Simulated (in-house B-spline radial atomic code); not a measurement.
## BHandHLYP excitations of neutral krypton

Method: BHandHLYP. Computed with a B-spline radial code for spherical atoms: linear response of the closed shell [Ar] 3d10 4s2 4p6 with the functional's adiabatic kernel; scalar-relativistic (spin-free one-electron X2C), finite nucleus, no spin-orbit coupling, no double excitations, S, P, D and F terms only; shells from n = 2 respond. Only terms of natural parity with L up to 3 were computed.

Command:
```bash
python run_td.py task.json out
```
Settings (radii: box in bohr, nucleus in fm):
```
Z                        36
electrons                36
configuration            [Ar] 3d10 4s2 4p6
hamiltonian              x2c
method                   bhandhlyp
box_radius               75
rms_radius               4.1884
intervals                77
```

Cost of the run: 4.3 s on 1 thread of Arm Neoverse N1, with other jobs on the host.

The lowest states, in the order of their Tamm-Dancoff energies; the method's threshold (minus the highest occupied level) is 12.070 eV. Labels give the largest channel, * marks a mixed state, and oscillator strengths are full-response dipole values. Semilocal kernels can invert the small singlet-triplet splittings of Rydberg terms. Energies in eV:

```
     state  full response  Tamm-Dancoff  oscillator strength
4p → 5s 3P              ?             ?                    -
4p → 5s 1P          9.844         9.851                0.321
4p → 5p 3S         10.869        10.875                    -
4p → 5p 3D         10.954        10.959                    -
4p → 5p 1D         10.982        10.984                    -
4p → 5p 1S         11.169        11.189                    -
4p → 6s 3P              ?             ?                    -
4p → 6s 1P         11.452        11.453               0.0251
4p → 4d 3P         11.551        11.555                    -
4p → 4d 3F         11.561        11.568                    -
4p → 4d 1F         11.590        11.590                    -
4p → 4d 1P         11.627        11.630               0.0654
4p → 6p 3S         11.645        11.646                    -
4p → 6p 3D         11.661        11.661                    -
4p → 6p 1D         11.667        11.667                    -
4p → 6p 1S         11.704             -                    -
```

(1) Where does 4p → 6s 3P lie?

(2) Where does 4p → 5s 3P lie?

(3) How large is the singlet-triplet splitting of 4p → 5s (P terms) in Tamm-Dancoff?

(4) What polarisabilities and dispersion coefficient does the method give?

Answers

(1) At 11.424 eV in full response, 11.425 eV in Tamm-Dancoff.

(2) At 9.661 eV in full response, 9.668 eV in Tamm-Dancoff.

(3) 0.183 eV, from the unrounded values.

(4) Dipole 17 bohr³, quadrupole 100.5 bohr⁵, C6 131.2 hartree·bohr⁶ for two such species. Recommended dipole value: 16.78 ± 0.02 bohr³ (Schwerdtfeger and Nagle, table of static dipole polarizabilities (2023 update)), which includes relativity and correlation.
